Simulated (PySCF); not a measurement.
## Shieldings and the share of exact exchange

Molecule: SMILES [SiH3]/C(=C\[SiH3])Cl, C2H7ClSi2.

Molfile (atoms numbered from 1):
```
C2H7ClSi2
     RDKit          3D

 12 11  0  0  0  0  0  0  0  0999 V2000
    1.0769    1.1734    0.5361 Si  0  0  0  0  0  4  0  0  0  0  0  0
   -0.0827    2.6519    0.4261 C   0  0  0  0  0  0  0  0  0  0  0  0
   -1.4225    2.5986    0.4278 C   0  0  0  0  0  0  0  0  0  0  0  0
   -2.5338    1.0785    0.5387 Si  0  0  0  0  0  4  0  0  0  0  0  0
   -2.3608    4.0760    0.3111 Cl  0  0  0  0  0  0  0  0  0  0  0  0
    0.8849    0.2433   -0.6178 H   0  0  0  0  0  0  0  0  0  0  0  0
    0.8699    0.4085    1.8028 H   0  0  0  0  0  0  0  0  0  0  0  0
    2.4746    1.6961    0.5086 H   0  0  0  0  0  0  0  0  0  0  0  0
    0.3809    3.6451    0.3508 H   0  0  0  0  0  0  0  0  0  0  0  0
   -3.3730    0.9981   -0.6912 H   0  0  0  0  0  0  0  0  0  0  0  0
   -3.4126    1.2036    1.7364 H   0  0  0  0  0  0  0  0  0  0  0  0
   -1.6807   -0.1413    0.6550 H   0  0  0  0  0  0  0  0  0  0  0  0
  1  2  1  0
  2  3  2  0
  3  4  1  0
  3  5  1  0
  1  6  1  0
  1  7  1  0
  1  8  1  0
  2  9  1  0
  4 10  1  0
  4 11  1  0
  4 12  1  0
M  END
```

GIAO shieldings (ppm, equivalent atoms averaged) in PySCF 2.14 on the PBE0-D3(BJ)/def2-SVP geometry, basis pcSseg-2, gas phase, non-relativistic:

```tsv
functional	exact exchange (%)	σ(Si4)	σ(Si1)	σ(Cl5)
BLYP	0	392.2	397.2	533.5
BP86	0	401.0	407.2	540.7
PBE	0	403.1	409.0	540.8
B3LYP	20	402.2	408.0	575.3
PBE0	25	415.3	422.0	592.7
mPW1PW91	25	413.5	420.1	591.8
HF	100	448.1	454.1	714.2
```

Question: Fit each shielding as a line in the percentage of exact exchange.

Answer: σ(Si4) = 398.7 + 0.50 x (rms 4.3 ppm); σ(Si1) = 404.6 + 0.50 x (rms 4.7 ppm); σ(Cl5) = 541.4 + 1.76 x (rms 4.9 ppm). The functionals also differ in their semilocal parts, which the line can't hold; Hartree–Fock has no correlation at all.

Question: What does the line predict for BHandHLYP (50 %), and what does the run give?

Answer: σ(Si4): 423.7 predicted, 417.9 computed; σ(Si1): 429.6 predicted, 424.0 computed; σ(Cl5): 629.4 predicted, 631.4 computed ppm.
